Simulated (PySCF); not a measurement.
## J couplings in [C$_{7}$H$_{7}$]+

Bonds (- single, = double, # triple, : aromatic): C1-C2 1.429 Å, C2#C3 1.207 Å, C3-C4 1.472 Å, C4-C5 1.435 Å, C5-C6 1.408 Å, C6=C7 1.352 Å, C7-C5 1.408 Å. C1 carries H8, H9, H10; C4 carries H11, H12; C6 carries H13; C7 carries H14. Formal charges: C5 +1.

Total charge +1.

Couplings: B3LYP/pcJ-1 (without the spin–dipole term) in PySCF, geometry GFN2-xTB; gas phase, one conformer, non-relativistic. Couplings are averaged over pairs made equivalent by symmetry, fast rotation or ring inversion, so a value needn't be that of the named pair in this geometry, while other rotamers aren't included; one pair stands for each set, and the list holds those of at least 1.5 Hz over up to four bonds.

Isotopes: 13C, 1H.

```tsv
pair	bonds	J (Hz)
C1, C2	1	?
C1, H8	1	141.3
C2, C3	1	?
C3, C4	1	55.3
C4, C5	1	53.0
C4, H11	1	169.0
C5, C6	1	24.4
C6, C7	1	?
C6, H13	1	267.6
C1, C3	2	11.1
C2, C4	2	8.7
C2, H8	2	-11.5
C3, C5	2	?
C3, H11	2	?
C4, C6	2	-2.1
C5, H11	2	?
H8, H9	2	-19.5
H11, H12	2	?
C2, H11	3	4.3
C3, H8	3	5.8
C6, H11	3	5.8
C1, H11	4	-1.8
C4, H8	4	?
H11, H13	4	1.5
```

Q: Estimate the withheld couplings, with signs.

A: 
- 1J(C1,C2) = 69.8 Hz (bond length 1.429 Å)
- 1J(C2,C3) = 203.1 Hz (bond length 1.207 Å)
- 1J(C6,C7) = 35.1 Hz (bond length 1.352 Å)
- 2J(C3,C5) = -18.0 Hz (angle at C4 88°)
- 2J(C3,H11) = -13.9 Hz (angle at C4 112°)
- 2J(C5,H11) = -4.6 Hz (angle at C4 115°)
- 2J(H11,H12) = -12.9 Hz (angle at C4 112°)
- 4J(C4,H8) = -1.8 Hz
